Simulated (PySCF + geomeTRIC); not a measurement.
All values below come from TPSSh-D3(BJ)/def2-TZVP (PySCF + geomeTRIC). fastk is a local helper that only speeds up exchange builds. No frequencies were computed at this level.

```python
import json, numpy as np
from pyscf import gto, dft
from fastk import lowrank_exchange
atoms = """
Ge     0.002681    -0.002277     0.501785
H     -0.058499     1.387955    -0.160046
H      1.228848    -0.644360    -0.175620
H     -1.173031    -0.741317    -0.166119
"""
def scf(charge, spin, dm0=None):
    mol = gto.M(atom=atoms, basis='def2-tzvp', ecp={}, charge=charge, spin=spin, verbose=3, max_memory=3780)
    mf = dft.KS(mol, xc='tpssh').density_fit(auxbasis="def2-universal-jkfit")
    mf.disp = 'd3bj'
    mf.grids.level = 3
    mf.conv_tol = 1e-8
    mf.max_cycle = 60
    mf.kernel(dm0)
    if not mf.converged:
        mf = mf.newton().run(mf.mo_coeff, mf.mo_occ).undo_soscf()
    return mf
mf = scf(0, 1)
lowrank_exchange(mf)  # same exchange matrices as the stock routine, built faster for response steps
mo, _, stable, _ = mf.stability(return_status=True)
if not stable:
    mf.kernel(mf.make_rdm1(mo, mf.mo_occ))
del mf.get_jk
from pyscf.geomopt.geometric_solver import kernel as optimize
path = []
done, mol = optimize(mf, maxsteps=80, assert_convergence=False, callback=lambda env: path.append((env["energy"], bool(env["g_scanner"].converged))))
res = dict(converged=bool(done and path[-1][1]), energy=path[-1][0], path=[e for e, c in path], xyz=mol.atom_coords(unit="Angstrom").tolist(), nao=mol.nao)
json.dump(res, open("result.json", "w"))
```

Output:

```
converged SCF energy = -2078.71406306916  <S^2> = 0.75190805  2S+1 = 2.0019071
<class 'pyscf.df.df_jk.DFUKS'> wavefunction is stable in the internal stability analysis
Geometry optimization cycle 1
converged SCF energy = -2078.71406306923  <S^2> = 0.75190832  2S+1 = 2.0019074
cycle 1: E = -2078.71406307  dE = -2078.71  norm(grad) = 0.0257493
Geometry optimization cycle 2
converged SCF energy = -2078.71871088489  <S^2> = 0.75201794  2S+1 = 2.0020169
cycle 2: E = -2078.71871088  dE = -0.00464782  norm(grad) = 0.00698688
Geometry optimization cycle 3
converged SCF energy = -2078.71882974426  <S^2> = 0.75207656  2S+1 = 2.0020755
cycle 3: E = -2078.71882974  dE = -0.000118859  norm(grad) = 0.000244905
Geometry optimization cycle 4
converged SCF energy = -2078.71883018343  <S^2> = 0.75207136  2S+1 = 2.0020703
cycle 4: E = -2078.71883018  dE = -4.39166e-07  norm(grad) = 4.35488e-05
<class 'geometric.internal.Distance'> : 3
<class 'geometric.internal.Angle'> : 3
<class 'geometric.internal.TranslationX'> : 1
<class 'geometric.internal.TranslationY'> : 1
<class 'geometric.internal.TranslationZ'> : 1
<class 'geometric.internal.RotationA'> : 1
<class 'geometric.internal.RotationB'> : 1
<class 'geometric.internal.RotationC'> : 1
Step    0 : Gradient = 1.287e-02/2.027e-02 (rms/max) Energy = -2078.7140630692
Step    1 : Displace = 1.009e-01/1.276e-01 (rms/max) Trust = 1.000e-01 (=) Grad = 3.493e-03/4.141e-03 (rms/max) E (change) = -2078.7187108849 (-4.648e-03) Quality = 1.079
Step    2 : Displace = 9.738e-03/1.481e-02 (rms/max) Trust = 1.414e-01 (+) Grad = 1.225e-04/2.046e-04 (rms/max) E (change) = -2078.7188297443 (-1.189e-04) Quality = 0.981
Step    3 : Displace = 1.191e-03/1.746e-03 (rms/max) Trust = 2.000e-01 (+) Grad = 2.177e-05/2.300e-05 (rms/max) E (change) = -2078.7188301834 (-4.392e-07) Quality = 0.833
Converged! =D
```

Cost: very roughly 70 core-seconds.
